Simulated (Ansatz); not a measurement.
Reaction (formal exchange of groups at the Si–C bond): `O[SiH](O)C[SiH2]Cl` + `ClCI` → `O[SiH](O)CCl` + `Cl[SiH2]CI`

Program: Ansatz. Geometries: PBE0-D4/def2-TZVP. ΔE: electronic, gas phase. CCSD(T)/CBS is the MP2 limit (def2-TZVPP, def2-QZVPP) plus CCSD(T) − MP2 in def2-TZVPP, frozen cores. DFT in def2-TZVPP. Elements past krypton have def2 core potentials. For I outer-core shells are correlated without core-valence functions, which leaves a few kJ/mol of doubt a bond. One conformer a species, not always the lowest.

`O[SiH](O)C[SiH2]Cl`:

Z-matrix (Å, degrees):
```
Si
O 1 1.637
C 1 1.862 2 112.1
O 1 1.645 2 113.4 3 117.1
H 1 1.482 2 104.2 3 -122.1
H 2 0.962 1 116.0 3 -48.7
Si 3 1.856 1 115.5 2 71.2
H 3 1.097 1 108.7 2 -168.8
H 3 1.095 1 108.9 2 -52.1
H 4 0.958 1 117.9 2 57.9
Cl 7 2.079 3 109.5 1 -50.6
H 7 1.483 3 112.1 1 -167.5
H 7 1.479 3 112.3 1 68.1
```

`ClCI`:

Cartesian coordinates in Å:
```
Cl -0.654 -1.400 -0.775
C 0.151 0.015 -0.123
I -0.819 0.853 1.584
H 0.170 0.792 -0.880
H 1.151 -0.261 0.194
```

`O[SiH](O)CCl`:

```xyz
10

O     0.452    0.916    1.437
Si   -0.468    0.508    0.143
O    -0.381    1.730   -0.938
C     0.190   -1.097   -0.580
Cl    0.197   -2.315    0.738
H     0.691    0.203    2.033
H    -1.898    0.327    0.475
H     0.437    2.229   -0.980
H     1.214   -1.009   -0.945
H    -0.434   -1.490   -1.383
```

`Cl[SiH2]CI`:

Cartesian coordinates in Å:
```
Cl -0.449 -2.043 1.220
Si 0.602 -0.401 0.589
C -0.496 0.689 -0.455
I -1.064 -0.297 -2.263
H 1.773 -0.854 -0.192
H 1.030 0.349 1.796
H 0.023 1.601 -0.752
H -1.419 0.957 0.057
```

Question: Is it downhill or uphill in electronic energy at CCSD(T)/CBS, and by how much? (An estimate is asked.)

Answer: Computed: Uphill: ΔE = +14.8 kJ/mol.

Question: What do these levels give: PBE-D4, PBE0-D4, ωB97X-V, PBE, r2SCAN, PBE0, HF/def2-TZVPP, SCS-MP2/def2-TZVPP, CCSD/def2-TZVPP, HF/def2-QZVPP, SCS-MP2/def2-QZVPP, HF/CBS(def2)? (Best estimate.)

Answer: The calculation gave: PBE-D4 22.3, PBE0-D4 19.8, ωB97X-V 17.0, PBE 19.8, r2SCAN 19.0, PBE0 17.5, HF/def2-TZVPP 6.2, SCS-MP2/def2-TZVPP 15.5, CCSD/def2-TZVPP 14.3, HF/def2-QZVPP 5.8, SCS-MP2/def2-QZVPP 14.6, HF/CBS(def2) 5.8 kJ/mol.

Largest T1 diagnostic among the species: 0.011.

The D4 term adds +3.9 kJ/mol with B3LYP and +2.3 kJ/mol with PBE0; it sums over pairs of atoms, weighted by their polarisabilities, and B3LYP, whose exchange is more repulsive, gets the larger term. In def2-TZVPP, CCSD(T) changes the Hartree–Fock value by +9.7 kJ/mol (the triples alone add +1.6 kJ/mol) and MP2 by +11.7 kJ/mol.

B3LYP here is the variant with VWN-RPA as its local correlation; programs differ in this.
